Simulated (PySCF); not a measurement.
# Basis and Hamiltonian dependence of the excitation energy of Tc²⁺

Tc²⁺ [Kr] 4d5 (6S) → Tc²⁺ [Kr] 4d4 5s1 (6D). All values are computed (PySCF 2.14, energy differences of UHF-based or UKS calculations, no spin-orbit coupling). Values in eV.

```json
{"basis": "aug-cc-pVDZ-PP with ECP28MDF", "Hamiltonian": "ECP", "functions": "54", "UHF": "5.878", "r2SCAN": "5.549", "PBE0": "5.664", "MP2 (valence)": "5.988", "CCSD(T) (valence)": "5.981", "CCSD(T) (valence and next inner shell)": "n/a"}
{"basis": "def2-TZVPPD with the def2 core potential (28 electrons)", "Hamiltonian": "ECP", "functions": "56", "UHF": "5.774", "r2SCAN": "5.516", "PBE0": "5.610", "MP2 (valence)": "5.944", "CCSD(T) (valence)": "5.938", "CCSD(T) (valence and next inner shell)": "5.687"}
{"basis": "ANO-RCC-VTZP", "Hamiltonian": "spin-free X2C", "functions": "68", "UHF": "5.775", "r2SCAN": "5.756", "PBE0": "5.778", "MP2 (valence)": "5.955", "CCSD(T) (valence)": "5.948", "CCSD(T) (valence and next inner shell)": "5.769"}
{"basis": "aug-cc-pwCVDZ-PP with ECP28MDF", "Hamiltonian": "ECP", "functions": "70", "UHF": "5.759", "r2SCAN": "5.488", "PBE0": "5.595", "MP2 (valence)": "5.938", "CCSD(T) (valence)": "5.931", "CCSD(T) (valence and next inner shell)": "5.550"}
{"basis": "x2c-TZVPPall", "Hamiltonian": "spin-free X2C", "functions": "79", "UHF": "5.760", "r2SCAN": "5.793", "PBE0": "5.809", "MP2 (valence)": "5.952", "CCSD(T) (valence)": "5.949", "CCSD(T) (valence and next inner shell)": "5.765"}
{"basis": "def2-QZVPPD with the def2 core potential (28 electrons)", "Hamiltonian": "ECP", "functions": "88", "UHF": "5.702", "r2SCAN": "5.390", "PBE0": "5.505", "MP2 (valence)": "5.875", "CCSD(T) (valence)": "5.867", "CCSD(T) (valence and next inner shell)": "5.620"}
{"basis": "aug-cc-pVTZ-PP with ECP28MDF", "Hamiltonian": "ECP", "functions": "88", "UHF": "5.694", "r2SCAN": "5.374", "PBE0": "5.496", "MP2 (valence)": "5.845", "CCSD(T) (valence)": "5.834", "CCSD(T) (valence and next inner shell)": "n/a"}
{"basis": "x2c-TZVPPall with one added diffuse shell each of s, p, d, f type", "Hamiltonian": "spin-free X2C", "functions": "95", "UHF": "5.745", "r2SCAN": "5.760", "PBE0": "5.781", "MP2 (valence)": "5.932", "CCSD(T) (valence)": "5.926", "CCSD(T) (valence and next inner shell)": "5.738"}
{"basis": "aug-cc-pVTZ-DK", "Hamiltonian": "spin-free X2C", "functions": "102", "UHF": "5.657", "r2SCAN": "5.581", "PBE0": "5.628", "MP2 (valence)": "5.809", "CCSD(T) (valence)": "5.797", "CCSD(T) (valence and next inner shell)": "n/a"}
{"basis": "aug-cc-pVTZ-PP with one added diffuse shell each of s, p, d, f, g type with ECP28MDF", "Hamiltonian": "ECP", "functions": "113", "UHF": "5.693", "r2SCAN": "5.373", "PBE0": "5.496", "MP2 (valence)": "5.845", "CCSD(T) (valence)": "n/a", "CCSD(T) (valence and next inner shell)": "n/a"}
{"basis": "x2c-QZVPPall", "Hamiltonian": "spin-free X2C", "functions": "118", "UHF": "5.655", "r2SCAN": "5.593", "PBE0": "5.639", "MP2 (valence)": "5.820", "CCSD(T) (valence)": "n/a", "CCSD(T) (valence and next inner shell)": "n/a"}
{"basis": "aug-cc-pwCVTZ-PP with ECP28MDF", "Hamiltonian": "ECP", "functions": "122", "UHF": "5.689", "r2SCAN": "5.368", "PBE0": "5.492", "MP2 (valence)": "5.860", "CCSD(T) (valence)": "n/a", "CCSD(T) (valence and next inner shell)": "n/a"}
{"basis": "dyall-av2z", "Hamiltonian": "non-relativistic", "functions": "136", "UHF": "6.801", "r2SCAN": "6.821", "PBE0": "6.791", "MP2 (valence)": "6.956", "CCSD(T) (valence)": "n/a", "CCSD(T) (valence and next inner shell)": "n/a"}
{"basis": "aug-cc-pwCVQZ-PP with ECP28MDF", "Hamiltonian": "ECP", "functions": "180", "UHF": "5.678", "r2SCAN": "n/a", "PBE0": "n/a", "MP2 (valence)": "n/a", "CCSD(T) (valence)": "n/a", "CCSD(T) (valence and next inner shell)": "n/a"}
```

Frozen in the all-electron rows: valence: [Kr]; valence and next inner shell: [Ar] 3d10; with a core potential, the same shells as far as they lie outside it.

Non-relativistic rows lack the scalar-relativistic shift.
